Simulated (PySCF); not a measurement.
**Unknowns**

How the numbers were obtained: σ from GIAO-PBE0/pcSseg-1, coordinates at the GFN2-xTB level, in PySCF 2.14.0 with density-fitted response routines (no solvent model, fast rotation and ring inversion assumed for equivalent nuclei, non-relativistic Hamiltonian, one computed conformer).

δ = σ(ref) − σ, references computed at the same level: 1H (σref 31.72) and 13C (σref 186.93) against TMS. Splittings of carbon signals by F and P are missing where no couplings were computed. Where no couplings were computed, multiplicities follow the n + 1 count of equivalent neighbours, and m marks all less simple cases (inequivalent or close neighbours, rings, F or P nearby). Shifts are as computed. Against solution values, carbons near 30 ppm lie about +3 ppm off and those near 130 ppm about +5 ppm. Of 1211 compounds with measured shifts, 218 miss one by over three times the rms of a fit or turn the order of signals round; such compounds aren't used in these exercises.

Question: C8H7F3O. 1H NMR (600 MHz, computed): δ 8.73 (s, 1H), 6.75 (br s, 1H), 6.52 (br s, 1H), 3.09 (m, 1H), 1.53 (d, 3H). 13C{1H} NMR (computed): δ 171.4, 156.9, 151.8, 147.7, 136.9, 136.3, 51.2, 15.5. Give a structure.

Answer: SMILES C=C(c1cc1=O)[C@H](C)C(F)(F)F. Rings plus π bonds: 4 (1 ring in the answer). 8 carbon signals for 8 carbons: no two carbons are equivalent. Carbon types of the structure: 4 × C, 2 × CH, 1 × CH2, 1 × CH3, which accounts for all hydrogens. δC 151.8: ring carbonyl carbon. δC 147.7: terminal =CH2 carbon; the olefinic region. δC 136.9: fully substituted alkene carbon; as expected for a trigonal carbon in a double bond. δC 136.3: CF3 carbon; 3 electronegative neighbours deshield it.

The data come from this structure; uniqueness wasn't tested.

Question: C6H6NOP. 1H NMR (300 MHz, computed): δ 10.98 (m, 1H), 10.67 (m, 1H), 9.26 (m, 1H), 3.00 (s, 3H). 13C{1H} NMR (computed): δ 201.5, 189.0, 178.0, 156.7, 144.0, 26.5. Identify the compound.

Answer: `Cc1cncpc1C=O`. 6 carbon signals for 6 carbons: no two carbons are equivalent. Carbon types of the structure: 2 × C, 3 × CH, 1 × CH3, which accounts for all hydrogens. δC 201.5: aldehyde carbonyl carbon; low-lying n→π* states of the double bond to the heteroatom give a large paramagnetic term (-258 ppm). δC 189.0, 156.7: aromatic CH next to a ring nitrogen; the adjacent pyridine-type nitrogen withdraws density from it. δH 10.98, 9.26: hydrogen on an aromatic CH next to a ring nitrogen; ring current plus the neighbouring ring nitrogen. δH 10.67: hydrogen on an aldehyde carbonyl carbon; deshielded by the polar, anisotropic C=O bond.

This is the structure that produced the data.
